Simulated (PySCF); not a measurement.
# Rotational lines of BBr

Lines J+1 ← J of the vibrational ground state, computed from RHF-CCSD(T) constants of BBr, ¹Σ⁺ (singlet), closed shell (B 6-31G(d,p), Br 6-31G(d,p); no relativity (PySCF 2.14); masses 11.0093 and 78.9183 u), in MHz:

```csv
J,ν (MHz)
5,170551.8
6,198966.9
7,227377.4
8,255782.5
9,284181.5
```

Question: Find B0 and the effective bond length r0; with αe = 0.00416 cm⁻¹, find Re.

Answer: ν = 2B0(J+1) − 4D(J+1)³ gives B0 = 0.47415 cm⁻¹. With the reduced mass μred = 9.6615 u, r0 = √(16.8576/(μred·B0)) (u, cm⁻¹, Å) = 1.9183 Å. Be = B0 + αe/2 = 0.47623 cm⁻¹ gives Re = 1.914 Å.

Correlated steps freeze 10 core orbitals. Correlated levels converge slowly with the basis: in double zeta they bind strong bonds too weakly, by up to about 1 eV, and carry superposition errors of some tenths. Where the molecule has an RHF reference, its open-shell atoms are computed with UHF.
